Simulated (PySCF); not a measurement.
## Pb2(OH)4 at several levels of theory

Computed with PySCF 2.14.0 (density fitting, no spin-orbit coupling) at the geometry relaxed with PBE:

```xyz
10
Pb2(OH)4 (singlet; a saddle point, relaxed within its symmetry)
Pb    0.0128    0.6432    1.8621
Pb    0.0128    0.6432   -1.8621
O     0.9587    1.6717    0.0000
H     1.9126    1.4445    0.0000
O    -0.7797   -0.5041    0.0000
H    -1.6094   -1.0172    0.0000
O     1.7349   -0.6065    2.1462
H     1.9122   -1.1268    1.3375
O     1.7349   -0.6065   -2.1462
H     1.9122   -1.1268   -1.3375
```

| level | basis | state | HOMO (eV) | gap (eV) | charge on Pb1 (e) | dipole about the centre of mass (D) | largest force component (eV/Å) |
| --- | --- | --- | --- | --- | --- | --- | --- |
| PBE | Pb def2-SVP with ECP60, O def2-SVP, H def2-SVP | singlet | -5.63 | 3.62 | 0.65 | 3.81 | 0.03 |
| TPSSh | the same | singlet | -6.33 | 4.69 | 0.74 | 4.15 | 0.34 |
| HF | the same | singlet | -9.97 | 11.31 | 1.09 | 5.28 | 1.87 |
| PBE0 | the same | singlet | -7.16 | 5.81 | 0.78 | 4.39 | 0.67 |
| wB97X | the same | singlet | -9.39 | 9.86 | 0.80 | 4.57 | 0.80 |
| PBE | Pb x2c-SVPall, O x2c-SVPall, H x2c-SVPall | singlet | -5.63 | 3.61 | 0.67 | 3.78 | 0.56 |

Charges are Mulliken's, which hang on the basis. The relaxation used the grid (50, 194), these runs (75, 302) or, all-electron (x2c bases, spin-free X2C Hamiltonian), (99, 590).

Problem. What does PBE with Pb def2-TZVP with ECP60, O def2-TZVP, H def2-TZVP give here?

Solution. state singlet, HOMO (eV) -5.99, gap (eV) 3.74, charge on Pb1 (e) 0.84, dipole about the centre of mass (D) 4.48, largest force component (eV/Å) 0.22. Time: 39 s on 2 threads of Arm Neoverse V1 (shared host), from free ions and atoms.

In the first row's basis the gap widens with exact exchange: 3.6 eV for PBE (none); 4.7 to 5.8 eV for TPSSh, PBE0 (a fixed share); 9.9 to 11.3 eV for wB97X, Hartree–Fock (rising or full at long range).
